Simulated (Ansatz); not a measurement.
```yaml
crystal:
  periodic: [false, false, false]
  atoms:
    - {symbol: O, position_ang: [-0.850917, 2.932526, 0.001372]}
    - {symbol: C, position_ang: [-0.599655, 1.624292, 0.064497]}
    - {symbol: S, position_ang: [1.084446, 0.806829, -0.652969]}
    - {symbol: Ga, position_ang: [0.672189, -1.572307, -0.107907]}
    - {symbol: H, position_ang: [-1.381283, 0.806381, 0.569250]}
    - {symbol: H, position_ang: [-0.846492, -1.904095, 0.691892]}
    - {symbol: H, position_ang: [1.921701, -2.693638, -0.566123]}
basis:
  gaussian: {orbitals: def2-SVP}
total_charge: -1
magnetization: {spin_polarized: true, initial_magnetization: 1}
hamiltonian: {xc: {name: HF}}
correlation: {method: mp2, frozen_orbitals: {O: 0}}
output: {forces: true}
```

```sh
$ ansatz run in.yaml --threads 2 --pin off --events-out ev --progress --plain --max-ram 4352MiB
```

Question: How does Ansatz answer? (Best estimate.)

Answer: The calculation gave: The input was rejected before any iteration.
```
Functional definition: HF
Error: "frozen_orbitals" has no count for C
```
